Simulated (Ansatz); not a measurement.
Input for Ansatz (a program for electronic structure): R-r2SCAN/def2-TZVPP on HF (SMILES F).

Ansatz 0.2 input:
```yaml
crystal:
  periodic: [false, false, false]
  atoms:
    - {symbol: F, position_ang: [-0.00000000, 0.00000000, 0.46222970]}
    - {symbol: H, position_ang: [0.00000000, -0.00000000, -0.46222970]}
basis:
  gaussian:
    orbitals: def2-TZVPP
hamiltonian:
  xc: {name: r2SCAN}
scf: {lower_state_search: off}
```

Program output:

```
WARN ansatz: RAYON_NUM_THREADS=4 ignored (pool sized by the plan → 4); use --threads N
Functional definition: r2SCAN
these checks for a lower state are left out or cut short: stability, starts, cluster_reference, orbital_swaps, neighbouring_geometries, increment
integrals: 0.00 GiB planned
215 factors; their error is unknown
mean field: 0.09 GiB planned
mean field evaluation 1: about -2731.7941 eV, gradient 3.4e1 eV
mean field evaluation 2: about -2729.3764 eV, gradient 5.5e1 eV
mean field evaluation 4: about -2733.2933 eV, gradient 3.1e-1 eV
mean field evaluation 8: about -2733.2923 eV, gradient 1.3e-3 eV
mean field -2733.29226072 eV, -100.4466378893 hartree, gradient 6.4e-6 eV, S^2 0.000000; 0 other end points of the search recorded, 0 dependent functions left out
reference -2733.29226392 eV, -100.4466380071 hartree; 5, 5 occupied and 40, 40 virtual orbitals, 215 factors
Total energy: -2733.29226392 eV, -100.4466380071 hartree
Checks for a lower state left out: stability, starts, cluster_reference, orbital_swaps, neighbouring_geometries, increment
```

The run converged.

Cost: roughly 0.5 core-seconds.
